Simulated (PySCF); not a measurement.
# Unknown compound

An unknown has the formula C₆H₁₃N₃Si. Its calculated NMR data are:

1H NMR (400 MHz, computed): δ 7.73 (s, 1H), 5.58 (sept, 1H), 2.88 (q, 2H), 1.24 (t, 3H), 0.48 (d, 6H).

13C{1H} NMR (computed): δ 157.9 (C), 139.9 (CH), 23.8 (CH2), 20.1 (CH3), -1.1 (CH3, 2C).

PySCF 2.14 calculation with coordinates at the GFN2-xTB level and shieldings: GIAO PBE0/pcSseg-1; relativity neglected, in vacuum, fast rotation and ring inversion assumed for equivalent nuclei, one computed conformer.

δ = σ(ref) − σ, references computed at the same level: 1H (σ = 31.72 ppm), 13C (σ = 186.93 ppm) vs TMS.

Task: Which of these isomers gave the spectra?
A. Cc1cnn([Si](C)(C)C)n1
B. CCc1cnn([SiH](C)C)n1
C. CC(C)(C)n1ncc([SiH3])n1

Result: B. 

1. Rings plus π bonds: 3 (1 ring in the answer).
2. 5 carbon signals for 6 carbons: some carbons are equivalent by symmetry or fast rotation.
3. Carbon types of the structure: 1 × C, 1 × CH, 1 × CH2, 3 × CH3, leaving 1 H on heteroatoms.
4. δC 157.9: substituted aromatic carbon next to a ring nitrogen.
5. δC 139.9: aromatic CH next to a ring nitrogen.
6. δC 20.1: methyl carbon; saturated and bonded to C and H only.
7. δH 7.73: hydrogen on an aromatic CH next to a ring nitrogen; it sits in the deshielding region of the aromatic ring current.
8. δH 0.48: hydrogen on a methyl carbon bonded to Si; an electropositive neighbour shields it, as in TMS itself.

The others: CC(C)(C)n1ncc([SiH3])n1 would give 4 carbon signals, not 5; Cc1cnn([Si](C)(C)C)n1 would give 4 carbon signals, not 5.

Shifts are as computed. Against solution values, carbons near 30 ppm lie about +3 ppm off and those near 130 ppm about +5 ppm. Of 1211 compounds with measured shifts, 218 miss one by over three times the rms of a fit or turn the order of signals round; such compounds aren't used in these exercises. Multiplicities follow the n + 1 count of equivalent neighbours, as no J values were calculated; m marks all less simple cases, F and P coupling included.
